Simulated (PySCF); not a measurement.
`C[Se]c1ccc(C=S)cc1`, C$_{8}$H$_{8}$SSe

Geometry:
```json
{"atom": "C1", "x (Å)": "3.746", "y (Å)": "-0.811", "z (Å)": "-0.385"}
{"atom": "Se2", "x (Å)": "2.989", "y (Å)": "0.863", "z (Å)": "0.219"}
{"atom": "C3", "x (Å)": "1.144", "y (Å)": "0.500", "z (Å)": "0.023"}
{"atom": "C4", "x (Å)": "0.255", "y (Å)": "1.535", "z (Å)": "0.376"}
{"atom": "C5", "x (Å)": "-1.109", "y (Å)": "1.353", "z (Å)": "0.263"}
{"atom": "C6", "x (Å)": "-1.639", "y (Å)": "0.134", "z (Å)": "-0.205"}
{"atom": "C7", "x (Å)": "-3.068", "y (Å)": "-0.089", "z (Å)": "-0.336"}
{"atom": "S8", "x (Å)": "-4.270", "y (Å)": "0.953", "z (Å)": "0.010"}
{"atom": "C9", "x (Å)": "-0.744", "y (Å)": "-0.890", "z (Å)": "-0.555"}
{"atom": "C10", "x (Å)": "0.630", "y (Å)": "-0.716", "z (Å)": "-0.444"}
{"atom": "H11", "x (Å)": "4.835", "y (Å)": "-0.691", "z (Å)": "-0.309"}
{"atom": "H12", "x (Å)": "3.432", "y (Å)": "-1.642", "z (Å)": "0.261"}
{"atom": "H13", "x (Å)": "3.480", "y (Å)": "-1.010", "z (Å)": "-1.432"}
{"atom": "H14", "x (Å)": "0.647", "y (Å)": "2.488", "z (Å)": "0.742"}
{"atom": "H15", "x (Å)": "-1.809", "y (Å)": "2.147", "z (Å)": "0.534"}
{"atom": "H16", "x (Å)": "-3.324", "y (Å)": "-1.092", "z (Å)": "-0.716"}
{"atom": "H17", "x (Å)": "-1.138", "y (Å)": "-1.842", "z (Å)": "-0.920"}
{"atom": "H18", "x (Å)": "1.295", "y (Å)": "-1.534", "z (Å)": "-0.725"}
```

Computed, not measured: PySCF, quadratic response CAM-B3LYP/aug-cc-pVDZ first hyperpolarisability, Taylor convention, gas phase. Geometry: PBE0-D3(BJ)/def2-SVP.

The calculation is non-relativistic, which matters for the atoms heavier than Zn.

Question: Give the tensor of the second harmonic β(−2ω;ω,ω) at 1907 nm in the axes of these coordinates.

Answer: In au, Taylor convention; rows are the first index (the induced dipole):
|  | xx | yy | zz | xy | xz | yz |
| --- | --- | --- | --- | --- | --- | --- |
| x | +5057.4 | -95.8 | -51.3 | -78.9 | +141.4 | -17.4 |
| y | -86.1 | -58.9 | -44.3 | -89.2 | -15.2 | +19.8 |
| z | +138.8 | +19.3 | -66.0 | -15.0 | -50.5 | -43.6 |

Norm of βᵢ = ⅓ Σⱼ (βᵢⱼⱼ + βⱼᵢⱼ + βⱼⱼᵢ): 4919.6 au, hyper-Rayleigh value 2071.4 au.
